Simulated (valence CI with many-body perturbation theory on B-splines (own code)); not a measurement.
# E1 transitions of Eu XIII

Computed by relativistic CI+MBPT: five valence electrons over a frozen Dirac-Fock core [Kr] 4d10, a basis of 7 s, 7 p, 7 d, 7 f, 4 g, 2 h functions for each j, with the one-electron correlation potential Σ1, the two-electron term Σ2, the three-electron term Σ3, Breit, model QED; selected CI, second order for the rest, scaled by the run's own slope (own B-spline code, finite nucleus).

No measured levels were compared; by estimate terms of the open shell hold to a few per cent of their energy, and close levels can change places. Among the levels kept, up to 2600 cm⁻¹ of a level comes from second order outside the variational space, and about a tenth of that is noise between levels of different J, which matters for small intervals.

Lines 201 to 250 of 555 in falling wavelength, among levels below 168320 cm⁻¹, chosen from the strongest by gf and those to the six lowest levels. Wavelengths and rates use the calculated energies, so an error of 2000 cm⁻¹ moves a line at 1015 Å by 2 % and its rate by three times that or more. Electric multipoles are in the length gauge, E1 and E2 with the static RPA response of the core. Weak lines are less certain than strong ones. Lines between different terms over intervals too small for the method are left out, as are lines whose strength nearly cancels. Where a level lies close to another of its J and parity, the split of strength between their lines is uncertain. The highest levels of a list are the least certain.

Names give the largest LS component (configuration and term), which can be under half, so a name can repeat, a term be missing and a line seem to break the LS rules; names also repeat where a configuration has a term twice. Letters in brackets count levels of one name in rising energy.

| λ vac (Å) | Upper | Lower | A (s⁻¹) | S (a.u.) with core polarisation | S without |
| --- | --- | --- | --- | --- | --- |
| 1015 | 4f4 5s 2G_9/2 [a] | 4f3 5s2 2I°_11/2 | 1.12e+04 | 5.80e-05 | 6.71e-05 |
| 1014 | 4f4 5s 6G_3/2 | 4f3 5s2 4F°_3/2 | 2.81e+04 | 5.80e-05 | 7.20e-05 |
| 1012 | 4f4 5s 4M_17/2 | 4f3 5s2 2K°_15/2 | 2.93e+04 | 2.70e-04 | 3.31e-04 |
| 1008 | 4f4 5s 2H_9/2 [b] | 4f3 5s2 2H°_9/2 [b] | 7.21e+04 | 3.64e-04 | 4.36e-04 |
| 1007 | 4f4 5s 6G_5/2 | 4f3 5s2 4F°_3/2 | 3.20e+04 | 9.65e-05 | 1.20e-04 |
| 1006 | 4f4 5s 4F_9/2 [a] | 4f3 5s2 4G°_9/2 | 7.70e+04 | 3.87e-04 | 4.48e-04 |
| 1005 | 4f4 5s 4F_3/2 [a] | 4f3 5s2 4G°_5/2 | 8.86e+04 | 1.78e-04 | 2.05e-04 |
| 1005 | 4f4 5s 2M_17/2 | 4f3 5s2 2L°_15/2 | 7.20e+04 | 6.50e-04 | 7.66e-04 |
| 1005 | 4f4 5s 4D_7/2 | 4f3 5s2 4G°_9/2 | 4.68e+04 | 1.87e-04 | 2.20e-04 |
| 1004 | 4f4 5s 2I_11/2 [c] | 4f3 5s2 2H°_9/2 [b] | 5.40e+04 | 3.24e-04 | 3.86e-04 |
| 1003 | 4f4 5s 2K_15/2 [a] | 4f3 5s2 2K°_15/2 | 4.77e+04 | 3.81e-04 | 4.50e-04 |
| 1003 | 4f4 5s 4G_7/2 [a] | 4f3 5s2 2G°_7/2 [a] | 7.61e+04 | 3.03e-04 | 3.51e-04 |
| 1003 | 4f4 5s 4F_3/2 [b] | 4f3 5s2 4G°_5/2 | 7.14e+04 | 1.42e-04 | 1.65e-04 |
| 1002 | 4f4 5s 4M_15/2 | 4f3 5s2 2K°_13/2 | 1.81e+04 | 1.44e-04 | 1.69e-04 |
| 1001 | 4f4 5s 2F_7/2 [b] | 4f3 5s2 2D°_5/2 [b] | 4.27e+04 | 1.69e-04 | 1.90e-04 |
| 1001 | 4f4 5s 6G_9/2 | 4f3 5s2 2H°_9/2 [a] | 9.23e+03 | 4.57e-05 | 5.52e-05 |
| 1001 | 4f4 5s 4G_7/2 [a] | 4f3 5s2 4G°_5/2 | 3.64e+04 | 1.44e-04 | 1.74e-04 |
| 999.5 | 4f4 5s 2I_13/2 [a] | 4f3 5s2 2I°_13/2 | 4.11e+04 | 2.84e-04 | 3.39e-04 |
| 996.8 | 4f4 5s 2I_11/2 [a] | 4f3 5s2 2I°_11/2 | 8.76e+04 | 5.14e-04 | 6.13e-04 |
| 995.0 | 4f4 5s 4F_9/2 [a] | 4f3 5s2 4G°_7/2 | 2.48e+04 | 1.21e-04 | 1.44e-04 |
| 990.6 | 4f4 5s 4H_13/2 [b] | 4f3 5s2 2I°_11/2 | 1.63e+04 | 1.09e-04 | 1.38e-04 |
| 988.4 | 4f4 5s 2K_13/2 [a] | 4f3 5s2 2K°_13/2 | 6.42e+04 | 4.28e-04 | 5.07e-04 |
| 983.8 | 4f4 5s 4H_7/2 [a] | 4f3 5s2 2H°_9/2 [a] | 5.40e+03 | 2.03e-05 | 2.57e-05 |
| 982.1 | 4f4 5s 4F_9/2 [b] | 4f3 5s2 4G°_9/2 | 2.15e+04 | 1.01e-04 | 1.19e-04 |
| 978.7 | 4f4 5s 4F_5/2 [a] | 4f3 5s2 2G°_7/2 [a] | 3.75e+04 | 1.04e-04 | 1.20e-04 |
| 977.4 | 4f4 5s 6G_11/2 | 4f3 5s2 2H°_9/2 [a] | 7.37e+03 | 4.07e-05 | 5.10e-05 |
| 977.0 | 4f4 5s 2H_9/2 [a] | 4f3 5s2 4G°_9/2 | 1.55e+04 | 7.16e-05 | 8.57e-05 |
| 976.6 | 4f4 5s 2F_7/2 [c] | 4f3 5s2 2D°_5/2 [b] | 1.11e+05 | 4.08e-04 | 4.68e-04 |
| 969.3 | 4f4 5s 2I_11/2 [c] | 4f3 5s2 2I°_13/2 | 1.24e+04 | 6.67e-05 | 7.82e-05 |
| 966.9 | 4f4 5s 2H_9/2 [a] | 4f3 5s2 4G°_7/2 | 2.80e+04 | 1.25e-04 | 1.50e-04 |
| 965.0 | 4f4 5s 2K_15/2 [a] | 4f3 5s2 2K°_13/2 | 7.37e+03 | 5.23e-05 | 6.09e-05 |
| 963.4 | 4f4 5s 2D_5/2 [a] | 4f3 5s2 2D°_5/2 [a] | 1.11e+05 | 2.93e-04 | 3.48e-04 |
| 961.9 | 4f4 5s 4H_9/2 [a] | 4f3 5s2 2H°_9/2 [a] | 1.10e+04 | 4.84e-05 | 5.83e-05 |
| 961.5 | 4f4 5s 4I_9/2 [b] | 4f3 5s2 4G°_9/2 | 1.33e+04 | 5.83e-05 | 6.94e-05 |
| 961.3 | 4f4 5s 4F_9/2 [d] | 4f3 5s2 4D°_7/2 | 8.53e+04 | 3.74e-04 | 4.47e-04 |
| 960.0 | 4f4 5s 2H_11/2 [a] | 4f3 5s2 4G°_11/2 | 4.29e+04 | 2.25e-04 | 2.68e-04 |
| 959.0 | 4f4 5s 2K_15/2 [b] | 4f3 5s2 2I°_13/2 | 5.49e+04 | 3.83e-04 | 4.66e-04 |
| 957.8 | 4f4 5s 2H_9/2 [c] | 4f3 5s2 2H°_11/2 [b] | 3.43e+04 | 1.49e-04 | 1.79e-04 |
| 956.9 | 4f4 5s 4F_5/2 [d] | 4f3 5s2 2D°_3/2 [b] | 2.84e+04 | 7.36e-05 | 8.77e-05 |
| 953.6 | 4f4 5s 2L_17/2 [a] | 4f3 5s2 2K°_15/2 | 3.44e+04 | 2.65e-04 | 3.18e-04 |
| 953.0 | 4f4 5s 4G_9/2 [c] | 4f3 5s2 2H°_9/2 [b] | 5.93e+04 | 2.53e-04 | 2.99e-04 |
| 952.8 | 4f4 5s 2H_11/2 [a] | 4f3 5s2 2G°_9/2 [a] | 2.38e+04 | 1.22e-04 | 1.48e-04 |
| 952.8 | 4f4 5s 4G_7/2 [b] | 4f3 5s2 4G°_7/2 | 1.89e+04 | 6.45e-05 | 7.78e-05 |
| 951.3 | 4f4 5s 4G_9/2 [b] | 4f3 5s2 2G°_9/2 [a] | 1.45e+04 | 6.16e-05 | 7.41e-05 |
| 947.4 | 4f4 5s 4F_5/2 [c] | 4f3 5s2 2D°_3/2 [a] | 2.69e+04 | 6.77e-05 | 8.30e-05 |
| 945.4 | 4f4 5s 2H_9/2 [b] | 4f3 5s2 2I°_11/2 | 6.21e+04 | 2.59e-04 | 3.07e-04 |
| 944.2 | 4f4 5s 4F_9/2 [a] | 4f3 5s2 2H°_11/2 [a] | 1.32e+04 | 5.50e-05 | 6.67e-05 |
| 940.1 | 4f4 5s 2P_1/2 | 4f3 5s2 2P°_1/2 | 8.28e+04 | 6.79e-05 | 8.04e-05 |
| 939.4 | 4f4 5s 2H_11/2 [b] | 4f3 5s2 2H°_11/2 [b] | 2.39e+05 | 1.17e-03 | 1.38e-03 |
| 939.1 | 4f4 5s 4G_5/2 [a] | 4f3 5s2 4F°_3/2 | 1.12e+04 | 2.75e-05 | 3.18e-05 |
